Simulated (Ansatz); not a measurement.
Mulliken charges of FH3NOY, SMILES `[NH2][Y]([OH])[F]` from PBE/def2-TZVPP in Ansatz (PBE0-D4/def2-TZVP geometry).

```tsv
atom	x (Å)	y (Å)	z (Å)	charge (e)
N1	-1.141	1.020	0.353	-0.527
Y2	0.029	-0.655	-0.293	1.106
O3	2.032	-0.524	-0.048	-0.538
F4	-0.953	-2.226	-1.089	-0.457
H5	-2.149	1.113	0.302	0.119
H6	-0.798	1.877	0.770	0.121
H7	2.979	-0.604	0.005	0.176
```

Problem. By hand: the dipole of these point charges (1 e Å = 4.8032 D).

Solution. Σ q r = (0.148, 0.290, 0.143) e Å, of length 0.356 e Å = 1.71 D.

Problem. How does the dipole of the full density compare? (An estimate is asked.)

Solution. Computed: (0.236, 0.275, 0.144) e Å, 1.87 D; the point charges give 0.91 times that, at 13° from its direction.

Point charges leave out the atoms' own dipoles, such as those of lone pairs, and Mulliken's split depends on the basis, so the close match here is no proof of good charges.
